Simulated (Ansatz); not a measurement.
Cost and result for the atomization energy of C$_{7}$H$_{16}$O, SMILES `CCCCCCCO` (24 atoms, 23 bonds).

```csv
atom,x (Å),y (Å),z (Å)
C1,-1.7820,-0.2241,2.8087
C2,-0.4330,-0.8729,2.5421
C3,0.2248,-0.4233,1.2436
C4,-0.5411,-0.8209,-0.0105
C5,0.1937,-0.5202,-1.3099
C6,0.3863,0.9618,-1.5895
C7,1.1120,1.2372,-2.8927
O8,2.4237,0.7098,-2.9237
H9,-2.5203,-0.4945,2.0504
H10,-2.1829,-0.5289,3.7781
H11,-1.6974,0.8669,2.8130
H12,-0.5477,-1.9633,2.5273
H13,0.2418,-0.6509,3.3755
H14,0.3568,0.6647,1.2738
H15,1.2329,-0.8513,1.1873
H16,-1.5171,-0.3223,-0.0266
H17,-0.7507,-1.8962,0.0365
H18,-0.3613,-0.9607,-2.1464
H19,1.1712,-1.0137,-1.3033
H20,0.9417,1.4375,-0.7713
H21,-0.5892,1.4632,-1.6234
H22,1.1228,2.3173,-3.0944
H23,0.5856,0.7579,-3.7232
H24,2.9294,1.1269,-2.2213
```

The species carries charge 0 and has multiplicity 1. All single points use the PBE0-D4/def2-TZVP geometry. It is one conformer, not always the lowest. Program: Ansatz. All runs use 5 threads of an AMD EPYC 7R13 on a shared host and a share of an NVIDIA H100 80 GB. Times are those of one run each, without the atoms' runs, and a repeat can differ threefold. Electronic energies, without spin–orbit coupling; frozen cores. CCSD(T)/CBS adds CCSD(T) − MP2 in def2-TZVPP to the MP2 limit, and its time is that of the two runs behind it. T1 = 0.009. B3LYP takes the VWN-RPA correlation (the form of Gaussian; ORCA's B3LYP/G).

CCSD(T)/CBS is a level of theory with its own doubt, some kJ/mol a heavy atom from the limit and from the frozen cores, so smaller differences don't rank the functionals.

| level | functions | wall time | atomization (kJ/mol) | difference from CCSD(T)/CBS | per bond |
| --- | --- | --- | --- | --- | --- |
| PBE0-D4/def2-TZVPP | 472 | 13 s | 9603.6 | 57.5 | 2.5 |
| ωB97X-V/def2-TZVPP | 472 | 14 s | 9555.2 | 9.1 | 0.4 |
| B3LYP-D4/def2-TZVPP (with forces) | 472 | 15 s | 9543.2 | -2.9 | -0.1 |
| PBE-D4/def2-TZVPP (with forces) | 472 | 15 s | 9717.2 | 171.1 | 7.4 |
| r2SCAN-D4/def2-TZVPP (with forces) | 472 | 15 s | 9558.5 | 12.4 | 0.5 |
| ωB97M-V/def2-TZVPP (with forces) | 472 | 16 s | 9567.6 | 21.5 | 0.9 |
| B2PLYP/def2-TZVPP | 472 | 16 s | 9448.8 | -97.3 | -4.2 |
| MP2/def2-QZVPP | 936 | 18 s | 9558.7 | 12.6 | 0.6 |
| CCSD(T)/def2-TZVPP | 472 | 40 s | 9344.2 | -201.9 | -8.8 |
| CCSD(T)/CBS(def2) | – | 58 s | 9546.1 | 0.0 | 0.0 |

From PBE to PBE0 (25 % exact exchange), in def2-TZVPP and without D4, the atomization energy moves by −106.3 kJ/mol: exact exchange takes away binding that semilocal exchange gives to molecules. The D4 term adds +74.4 kJ/mol with B3LYP and +40.1 kJ/mol with PBE0; it sums over pairs of atoms, weighted by their polarisabilities, and B3LYP, whose exchange is more repulsive, gets the larger term. In def2-TZVPP, CCSD(T) changes the Hartree–Fock value by +2181.9 kJ/mol (the triples alone add +112.9 kJ/mol) and MP2 by +2278.2 kJ/mol; breaking electron pairs costs correlation energy, which Hartree–Fock lacks.
